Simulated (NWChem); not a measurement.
Molecule: C₂H₆N₂Si; SMILES C(#N)C[SiH2]N

```xyz
11

N     -0.6889     2.4815     0.2899
C      0.0921     1.6800    -0.0125
C      1.0136     0.6213    -0.3655
Si     0.3738    -1.0849     0.2402
N     -1.2218    -1.4842    -0.2596
H      1.1463     0.5982    -1.4598
H      2.0026     0.8173     0.0824
H      1.3160    -2.0970    -0.3204
H      0.4280    -1.0461     1.7291
H     -1.4062    -1.8198    -1.1975
H     -2.0179    -0.9794     0.1143
```
Atoms are numbered in this order, from 1.

Computed with NWChem. Pople sets run with spherical d functions. All runs use the structure optimised with PBE0/def2-SVP. Atomic charges in e: unrestrained fits to the electrostatic potential beside Mulliken populations; buried atoms are poorly determined by the fit.

Q: Estimate the computed values for Hartree-Fock/6-31G*. Quantities: ESP N1; Mulliken N1; ESP C2; Mulliken C2; ESP C3; Mulliken C3; ESP Si4; Mulliken Si4; ESP N5; Mulliken N5; relative RMS misfit of the potential (%).

A: 
* **ESP N1**: -0.53
* **Mulliken N1**: -0.42
* **ESP C2**: 0.41
* **Mulliken C2**: 0.27
* **ESP C3**: -0.34
* **Mulliken C3**: -0.70
* **ESP Si4**: 0.94
* **Mulliken Si4**: 0.98
* **ESP N5**: -1.07
* **Mulliken N5**: -1.07
* **relative RMS misfit of the potential (%)**: 21
